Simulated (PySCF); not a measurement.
GaClBr2, SMILES [Ga]([Br])([Br])[Cl].

The structure is a stationary point at PBE0-D3(BJ)/def2-SVP. The structure was generated by enumeration; whether it is a known compound was not checked.

All values below come from B3LYP/def2-TZVP run with PySCF.

Gas-phase values at a fixed geometry.

Computed frontier levels, gap, dipole moment and polarisability:
```
Property                                                                                                       Result
---------------------------------------------------------------------------------------------  ----------------------
highest occupied level                                                                                       -8.56 eV
lowest empty level                                                                                           -2.49 eV
orbital gap                                                                                                   6.07 eV
dipole moment                                                                                                  0.34 D
quadrupole, principal values (traceless, Buckingham form, about the centre of nuclear charge)  -3.55, -1.06, 4.61 D·Å
mean static polarisability                                                                      78.3 bohr³ (11.61 Å³)
polarisability, principal values                                                               53.4, 85.8, 95.8 bohr³
```
